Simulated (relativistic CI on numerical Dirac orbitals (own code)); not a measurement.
## Ions with 39 electrons, Zr+ to Ce19+

These numbers are calculated, not measured: Dirac-Coulomb-Breit CI, separate exchange-only KLI orbitals for each configuration, a model potential for QED, unscaled Slater integrals (own radial code, finite nucleus).

CI space (outside the closed core [Ar] 3d10): 4s2 4p6 4d3, 4s2 4p6 4d 5s2, 4s2 4p6 4d2 5s, 4s2 4p5 4d4, 4s2 4p6 4d2 4f, 4s2 4p6 4d 4f2, 4s 4p6 4d4. Levels of other configurations are missing.

Energies above each ion's lowest level, in cm⁻¹. Levels are followed by their leading LS label, which can pass from one level to another where the coupling changes.

```csv
Ion,4s2 4p6 4d3 4F_3/2,4s2 4p6 4d3 4F_5/2,4s2 4p6 4d3 4F_7/2,4s2 4p6 4d3 4F_9/2,4s2 4p6 4d3 2P_1/2,4s2 4p6 4d3 4P_1/2,4s2 4p6 4d3 4P_3/2
Zr+,3400.7,3657.5,3991.0,4383.7,7023.2,11806.6,11964.6
Nb2+,0.0,446.6,1035.3,1737.5,12407.1,10269.4,10296.4
Mo3+,0.0,703.4,1611.1,2667.8,16614.6,11956.2,12050.3
Tc4+,0.0,1015.2,2295.9,3749.1,19635.6,13412.1,13491.9
Ru5+,0.0,1390.5,3102.1,4993.4,22295.3,14793.8,14804.2
Rh6+,0.0,1838.9,4043.7,6412.9,24898.7,16186.3,16067.9
Pd7+,0.0,2370.9,5134.7,8018.8,27588.3,17635.7,17324.7
Ag8+,0.0,2998.4,6389.9,9820.8,30440.5,19166.4,18596.4
Cd9+,0.0,3734.4,7824.6,11827.3,33504.8,20793.5,19898.8
In10+,0.0,4593.1,9454.4,14044.2,36820.1,22530.3,21248.1
Sn11+,0.0,5590.4,11294.9,16475.4,40422.2,24390.9,22663.0
Sb12+,0.0,6743.0,13361.6,19121.4,44345.6,26391.0,24165.2
Te13+,0.0,8068.9,15669.4,21980.5,48625.5,28547.9,25779.0
I14+,0.0,9586.9,18232.6,25048.9,53297.3,30880.2,27530.3
Xe15+,0.0,11316.3,21064.3,28322.8,58397.1,33407.8,29446.6
Cs16+,0.0,13277.2,24176.8,31799.7,63961.6,36151.4,31555.5
Ba17+,0.0,15489.4,27581.4,35481.4,70027.6,39131.9,33884.8
La18+,0.0,17973.3,31288.7,39374.4,76632.3,42370.5,36461.9
Ce19+,0.0,20748.6,35309.0,43491.2,83812.7,45888.4,39313.3
```

In the calculation the lowest level changes from 4s2 4p6 4d2 5s 4F_3/2 to 4s2 4p6 4d3 4F_3/2 at Nb2+.

Between Z = 55 and 58 the energy of 4s2 4p6 4d3 4F_5/2 follows a local power law Z^8.4. For orientation: electrostatic splittings inside a shell grow about linearly with the screened charge, excitations that change n as its square, and fine structure as its fourth power; written in Z itself the exponents are larger, since the screened charge grows faster in proportion.

The members near neutrality are the least accurate: they can be off by several eV, miss lower levels of configurations outside the list, or start from a wrong lowest level.
